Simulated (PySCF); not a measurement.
How methods differ on the excitation energy of Rh²⁺

Rh²⁺ [Kr] 4d7 (4F) → Rh²⁺ [Kr] 4d6 5p1 (high-spin determinant), as a difference of total energies. Calculation: PySCF 2.14, in aug-cc-pVDZ-PP with ECP28MDF (5s5p4d2f, 54 functions); a scalar-relativistic core potential. Correlated levels: valence: 4s2 4p6 frozen. The calculations carry no spin-orbit coupling.

```tsv
method	excitation energy (cm⁻¹)
UHF	85237
LDA	88330
PBE	88711
PBE0	89787
r2SCAN	87674
wB97M-V	91933
M06-2X	94599
r2SCAN0	88961
BP86	89448
MP2 (valence)	90347
SCS-MP2 (valence)	93014
```

The determinant of the upper state mixes LS terms, which raises its energy above the lowest term, most at the Hartree-Fock and MP2 levels.
